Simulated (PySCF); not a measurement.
Geometries of 3 isomers of C4H3F3, from PySCF 2.14.0, PBE0-D3(BJ)/def2-SVP geometry optimisation, gas phase. One conformer each, no zero-point energy, no frequencies.

Question: Which isomer lies lowest at this level?
A.
```xyz
10
angstrom
C      2.290    0.318   -0.058
C      1.191   -0.134    0.163
C     -0.133   -0.674    0.426
C     -1.242    0.355    0.318
F     -2.420   -0.221    0.577
F     -1.307    0.881   -0.904
F     -1.079    1.352    1.185
H      3.268    0.717   -0.253
H     -0.186   -1.103    1.438
H     -0.372   -1.481   -0.284
```
B.
```xyz
10
angstrom
C      2.073   -0.257   -0.367
C      0.875    0.217   -0.170
C     -0.327    0.695    0.025
C     -1.520   -0.172    0.283
F     -2.456    0.014   -0.653
F     -2.083    0.131    1.459
F     -1.213   -1.466    0.300
H      2.760   -0.423    0.469
H      2.421   -0.508   -1.375
H     -0.525    1.772    0.011
```
C.
```xyz
10
angstrom
C      1.759    0.631    0.402
C      0.661   -0.099    0.635
C     -0.583    0.090   -0.075
F     -0.625    1.041   -1.010
C     -1.701   -0.621    0.136
F     -2.819   -0.445   -0.512
F     -1.784   -1.577    1.028
H      2.678    0.452    0.963
H      1.762    1.422   -0.351
H      0.661   -0.890    1.390
```

Answer: B. That is `C=C=CC(F)(F)F`, 3.4 kcal/mol below the next.

```tsv
SMILES	atoms numbered as above	E (Eh)	relative (kcal/mol)	relative (kJ/mol)	dipole (D)
C=C=CC(F)(F)F	[CH2:1]=[C:2]=[CH:3][C:4]([F:5])([F:6])[F:7]	-452.90277	0.0	0.0	2.49
C#CCC(F)(F)F	[CH:1]#[C:2][CH2:3][C:4]([F:5])([F:6])[F:7]	-452.89735	3.4	14.2	1.85
C=CC(F)=C(F)F	[CH2:1]=[CH:2][C:3]([F:4])=[C:5]([F:6])[F:7]	-452.89192	6.8	28.5	1.27
```

As drawn, the lowest has cumulated double bonds, which the highest lacks.
